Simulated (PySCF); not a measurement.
Working out the ionisation energy of W

W [Xe] 4f14 5d4 6s2 (5D) → W+ [Xe] 4f14 5d4 6s1 (6D). All numbers are calculated (PySCF 2.14, scalar relativity through the core potential, in def2-TZVP with the def2 core potential (60 electrons) (6s4p3d1f, 40 functions)). Frozen: 5s2 5p6. Energies in hartree (1 hartree = 27.21139 eV):

```tsv
part	W (lower)	W+ (upper)
UHF	-66.317561	-66.101676
MP2 opposite-spin	-0.039989	0.000000
MP2 same-spin	-0.037591	-0.037462
```

Problem. What does Hartree-Fock give?

Solution. (-66.101676) − (-66.317561) = 0.215885 hartree = 5.875 eV.

Problem. What do MP2 and SCS-MP2 (6/5 opposite-spin, 1/3 same-spin) give?

Solution. The opposite-spin parts differ by 1.088 eV and the same-spin parts by 0.004 eV. MP2: 5.875 + (1.088) + (0.004) = 6.967 eV. SCS-MP2: 5.875 + 1.2 × (1.088) + (0.004)/3 = 7.182 eV.

Measured between the centres of the two terms (NIST): 7.825 eV, so MP2 (valence) is off by -0.858 eV.

What remains against the reference includes basis incompleteness, the frozen core and correlation beyond second order.
